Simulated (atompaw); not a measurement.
**An all-electron radial function and its pseudo partner (Co (Z = 27))**

Columns: radius, all-electron u(r) and pseudo u(r) of the 3s shell (level -106.35 eV) of cobalt in the configuration [Ne] 3s2 3p6 3d7 4s1.5 4p0; PBEsol, scalar-relativistic, PAW (atompaw) scheme, atompaw 4.2.0.5.

| r (bohr) | all-electron | pseudo |
| --- | --- | --- |
| 0.060 | 0.1543 | 0.1857 |
| 0.119 | -0.4712 | 0.3628 |
| 0.179 | -0.6759 | 0.5327 |
| 0.238 | -0.4881 | 0.6863 |
| 0.298 | -0.1073 | 0.8266 |
| 0.358 | 0.3074 | 0.9489 |
| 0.417 | 0.6647 | 1.0495 |
| 0.477 | 0.9422 | 1.1289 |
| 0.537 | 1.1278 | 1.1826 |
| 0.596 | 1.2301 | 1.2096 |
| 0.656 | 1.2682 | 1.2121 |
| 0.715 | 1.2567 | 1.1944 |
| 0.775 | 1.2099 | 1.1603 |
| 0.835 | 1.1400 | 1.1118 |
| 0.894 | 1.0579 | 1.0484 |
| 0.954 | 0.9678 | 0.9670 |
| 1.013 | 0.8779 | 0.8779 |
| 1.073 | 0.7882 | 0.7882 |
| 1.133 | 0.7027 | 0.7027 |
| 1.192 | 0.6244 | 0.6244 |
| 1.252 | 0.5508 | 0.5508 |
| 1.312 | 0.4840 | 0.4840 |
| 1.371 | 0.4247 | 0.4247 |
| 1.431 | 0.3708 | 0.3708 |
| 1.490 | 0.3237 | 0.3237 |
| 1.550 | 0.2812 | 0.2812 |

Task: How many radial nodes do the two functions have?

Result: The all-electron 3s function has n − l − 1 = 2; the pseudo-wave has 0, since the states of the same l below it are removed with the core.

Task: At about which radius was the pseudo-wave matched?

Result: 1.00 bohr, where the columns begin to agree (steps of 0.06 bohr).

Task: Is the pseudo-wave norm-conserving?

Result: No, it belongs to a PAW set: the norm inside the radius is not constrained, and the difference is carried by the augmentation charge.
